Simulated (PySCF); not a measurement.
C2H13NO2Si3.
Z-matrix (Å and degrees, PBE0-D3(BJ)/def2-SVP geometry), rows numbered from 1:
```
C 
O   1  1.4006
Si  2  1.6492  1  124.22
O   3  1.6451  2  103.70  1   173.35
C   4  1.3993  3  125.71  2   161.56
N   3  1.7429  2  110.71  1   -66.76
Si  6  1.7545  3  120.02  2   129.81
Si  6  1.7609  3  117.96  2   -45.45
H   1  1.1050  2  111.95  3   -65.63
H   1  1.1055  2  112.13  3    56.00
H   1  1.1002  2  108.65  3   175.21
H   3  1.4917  2  111.62  1    52.15
H   5  1.1048  4  111.68  3    78.65
H   5  1.1050  4  112.12  3   -42.72
H   5  1.1004  4  108.78  3  -162.28
H   7  1.4961  6  112.37  3   -73.89
H   7  1.4943  6  110.30  3    46.62
H   7  1.4932  6  108.25  3   166.38
H   8  1.4902  6  108.79  3   -26.62
H   8  1.4936  6  109.22  3  -146.49
H   8  1.4961  6  111.88  3    93.80
```

The closed-shell ground state was solved at several levels (PySCF, density fitting, gas phase, non-relativistic).

```csv
level,basis functions,HOMO (eV),LUMO (eV),gap (eV),dipole (D)
CAM-B3LYP/pcSseg-1,222,-9.05,1.15,10.20,1.48
PBE0/pcSseg-1,222,-7.72,0.07,7.79,1.42
```

Q: What might wB97X-D/def2-SVPD (282 basis functions) give for the same quantities?

A: HOMO -9.58 eV, LUMO 1.66 eV, gap 11.24 eV, dipole 1.27 D.

Q: Over all these levels, which gives the widest orbital gap and which the narrowest?

A: wB97X-D/def2-SVPD (range-separated hybrid) has the widest, 11.24 eV, and PBE0/pcSseg-1 (global hybrid, 25 % exact exchange) the narrowest, 7.79 eV. Functional and basis both differ between the two, so the spread mixes both effects.

Q: How far do the dipole and the HOMO energy spread over the levels?

A: The dipole runs from 1.27 to 1.48 D (mean 1.39 D) and the HOMO from -9.58 to -7.72 eV.

One conformer stands for the species.
